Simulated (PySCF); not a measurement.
Two species compared at the same levels of theory.

First species: C5H5NO2.
SMILES: `NC(=O)C#CCC=O`

Second species: C₇H₁₅OP.
SMILES: `CC[C@@H]1C[P@@]1(=O)C(C)C`

Levels: PBE0/pcSseg-1 for dipole moment, HOMO energy, LUMO energy and HOMO–LUMO gap; GFN2-xTB for rotational constant A and rotational constant C. Geometries: GFN2-xTB. Each structure is a single optimised conformer of the isolated species, non-relativistic unless stated. Electronic properties by PySCF.

The conformers computed, where there is a choice (atom-mapped SMILES and torsion angles):
- `[NH2:1][C:2](=[O:3])[C:4]#[C:5][CH2:6][CH:7]=[O:8]`: C5–C6–C7–O8 0°, H–N1–C2–O3 0°, H–N1–C2–O3 180°
- `[CH3:1][CH2:2][C@@H:3]1[CH2:4][P@@:5]1(=[O:6])[CH:7]([CH3:8])[CH3:9]`: C1–C2–C3–C4 -73°, C4–P5–C7–C8 151°

```json
{"property": "dipole moment", "column X": "3.40 D", "column Y": "3.75 D"}
{"property": "HOMO energy", "column X": "-7.63 eV", "column Y": "-6.81 eV"}
{"property": "LUMO energy", "column X": "-1.14 eV", "column Y": "0.77 eV"}
{"property": "HOMO–LUMO gap", "column X": "6.49 eV", "column Y": "7.58 eV"}
{"property": "rotational constant A", "column X": "5.163 GHz", "column Y": "2.800 GHz"}
{"property": "rotational constant C", "column X": "0.797 GHz", "column Y": "0.736 GHz"}
```

**Question.** Which column belongs to which species?

**Answer.** Column X is the first species and column Y the second. The first has 13 atoms and 58 electrons, the second 24 and 80.

**Question.** How does each property change from the first species to the second?

**Answer.** dipole moment +0.35 D; HOMO energy +0.82 eV; LUMO energy +1.91 eV; HOMO–LUMO gap +1.09 eV; rotational constant A -2.363 GHz; rotational constant C -0.061 GHz.

On the first: In atomic units the dipole is 1.34 e·bohr (1 au = 2.5417 D).

On the second: In atomic units the dipole is 1.48 e·bohr (1 au = 2.5417 D).
